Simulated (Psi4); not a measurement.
diarsenic (As$_{2}$), singlet, geometry from GFN2-xTB. Base run: B3LYP/STO-3G (Psi4).

Geometry (Å):
```xyz
2

As     0.0000     0.0000    -1.0470
As     0.0000     0.0000     1.0470
```
All else is at Psi4's defaults (density fitting; Cartesian or spherical functions as each basis is defined).

Variants of this job, named by their change:

```json
[
 {"change": "base", "basis functions": "36", "E (Eh)": "-4421.15193"},
 {"change": "basis = def2-SVP", "basis functions": "64", "E (Eh)": "-4471.29219"},
 {"change": "basis = 6-31G*", "basis functions": "70", "E (Eh)": "-4471.04737"},
 {"change": "basis = 6-31G**", "basis functions": "70", "E (Eh)": "-4471.04737"},
 {"change": "basis = aug-pcseg-1", "basis functions": "72", "E (Eh)": "-4471.35245"},
 {"change": "basis = def2-SVPD", "basis functions": "76", "E (Eh)": "-4471.29406"},
 {"change": "basis = cc-pVTZ", "basis functions": "86", "E (Eh)": "-4471.93031"},
 {"change": "basis = 6-311G**", "basis functions": "88", "E (Eh)": "-4471.77244"},
 {"change": "basis = def2-TZVPP", "basis functions": "96", "E (Eh)": "-4471.84616"},
 {"change": "basis = def2-TZVP", "basis functions": "96", "E (Eh)": "-4471.84616"},
 {"change": "basis = def2-TZVPD", "basis functions": "108", "E (Eh)": "-4471.84743"},
 {"change": "basis = cc-pVQZ", "basis functions": "136", "E (Eh)": "-4471.93569"},
 {"change": "basis = def2-QZVP", "basis functions": "150", "E (Eh)": "-4471.94555"}
]
```

Totals compare only among sets that treat the same electrons; sets with core potentials leave the core out.
